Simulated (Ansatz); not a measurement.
Start from `CB[TeH]` and change one atom or group to get `C[BH][AlH2]`.

Ansatz, PBE0-D4/def2-TZVP geometries, multiplicity 1. 

Elements past krypton have def2 core potentials.

```json
{"property": "HOMO–LUMO gap (ωB97M-V/def2-TZVPP) / eV", "`CB[TeH]`": "9.64"}
{"property": "HOMO–LUMO gap (PBE/def2-TZVPP) / eV", "`CB[TeH]`": "3.87"}
{"property": "LUMO energy (PBE0/def2-TZVPP) / eV", "`CB[TeH]`": "-1.20"}
{"property": "LUMO energy (PBE/def2-TZVPP) / eV", "`CB[TeH]`": "-2.08"}
{"property": "HOMO–LUMO gap (B3LYP/def2-TZVPP) / eV", "`CB[TeH]`": "5.32"}
{"property": "HOMO energy (PBE0/def2-TZVPP) / eV", "`CB[TeH]`": "-6.90"}
```

Question: What does the change do to each property? (Best estimate.)

Answer: Computed: 
```
                               property  `C[BH][AlH2]`  shift
HOMO–LUMO gap (ωB97M-V/def2-TZVPP) / eV           9.25  -0.39
    HOMO–LUMO gap (PBE/def2-TZVPP) / eV           3.18  -0.69
     LUMO energy (PBE0/def2-TZVPP) / eV          -1.72  -0.52
      LUMO energy (PBE/def2-TZVPP) / eV          -2.69  -0.61
  HOMO–LUMO gap (B3LYP/def2-TZVPP) / eV           4.95  -0.37
     HOMO energy (PBE0/def2-TZVPP) / eV          -7.02  -0.12
```

With PBE0 the HOMO falls by 0.12 eV and the LUMO falls by 0.52 eV, so the gap narrows by about 0.40 eV. PBE moves the HOMO by 0.08 eV and ωB97M-V by -0.21 eV. The zero-point energy changes by 12.1 kJ/mol with +3 modes.

B3LYP here is the variant with VWN-RPA as its local correlation; programs differ in this.

Spin–orbit coupling is left out; it splits and shifts lone-pair levels of the heavy atoms by tenths of an eV.
